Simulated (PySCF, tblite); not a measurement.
Isomers of [C5H9F3P]+ (charge +1). Calculated harmonic vibrations of the isolated species, GFN2-xTB (tblite), most abundant isotopes, no scaling. Errors from tens to a few hundred cm⁻¹ against measured bands are possible. Modes of hydrogen on phosphorus can be 10 to 20 % off. One conformer each.

Electronic energies: PBE0/pcSseg-1 single points on the GFN2-xTB geometries (PySCF, gas phase).

```json
{"SMILES": "CC[P@H+](C)C(F)=C(F)F", "electronic energy, lowest = 0 (kJ/mol)": "102.6"}
{"SMILES": "C=C(C)[PH2+]CC(F)(F)F", "electronic energy, lowest = 0 (kJ/mol)": "46.8"}
{"SMILES": "C=C[P@@H+](C)CC(F)(F)F", "electronic energy, lowest = 0 (kJ/mol)": "0.0"}
```

Task: How do GFN2-xTB zero-point energies change the relative energies?

Result: 
| SMILES | ZPE (kJ/mol) | of it from modes above 1550 cm⁻¹ | electronic (kJ/mol) | with ZPE, lowest = 0 (kJ/mol) | lowest mode (cm⁻¹) | rings |
| --- | --- | --- | --- | --- | --- | --- |
| C=C[P@@H+](C)CC(F)(F)F | 335.9 | 168.4 | 0.0 | 0.0 | 50 | 0 |
| C=C(C)[PH2+]CC(F)(F)F | 335.3 | 165.7 | 46.8 | 46.1 | 42 | 0 |
| CC[P@H+](C)C(F)=C(F)F | 338.8 | 168.1 | 102.6 | 105.5 | 24 | 0 |

The zero-point energies span 3.5 kJ/mol, from `C=C(C)[PH2+]CC(F)(F)F` to `CC[P@H+](C)C(F)=C(F)F`. The order is unchanged.

Task: And how do the electronic energies of GFN2-xTB itself compare?

Result: `C=C[P@@H+](C)CC(F)(F)F` 0.0; `C=C(C)[PH2+]CC(F)(F)F` 16.3; `CC[P@H+](C)C(F)=C(F)F` 47.0 kJ/mol, lowest = 0. Against the energies above, taken from the same isomer `C=C[P@@H+](C)CC(F)(F)F`, the largest difference is 55.6 kJ/mol.
